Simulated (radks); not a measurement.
Species: Au78+. Configuration: 1s1.

Calculated with a radial shooting solver on a logarithmic mesh with Libxc functionals: Dirac Kohn-Sham, PBE, spin-unpolarised, spherical densities, finite nucleus; Fermi nuclear charge, rms radius 5.4371 fm.

Energy parts (eV):
part                      energy
total                  -93278.67
kinetic                113905.55
electron-nucleus      -207316.16
Hartree                   775.66
exchange-correlation     -643.72

Orbitals (lengths in bohr, moments of r in powers of bohr; r(max) is where P^2 peaks):
| orbital | occ. | eigenvalue (eV) | r(max) | <r^4> | <r> |
|---|---|---|---|---|---|
| 1s1/2 | 1 | -92668.71 | 0.01035 | 4.047e-07 | 0.01670 |

The highest occupied level is 1s1/2 at -92669 eV. For comparison, the ionisation energy in NIST's Atomic Spectra Database is 93254.6 eV (theoretical). In exact Kohn-Sham theory the highest level is minus the ionisation energy, but local and semilocal functionals leave it too shallow, through self-interaction and a potential that decays too fast; potentials with the right tail come closer. The density falls to 0.001 e/bohr^3 at r = 0.11 bohr. Summed over all electrons, <r^2> = 0.0003850 bohr^2, which gives a Langevin (diamagnetic) susceptibility term of -0.000305 x 10^-6 cm^3/mol.

Beside tabulated values, note that spin-unpolarised runs miss the spin-polarisation part of the exchange energy of open shells.
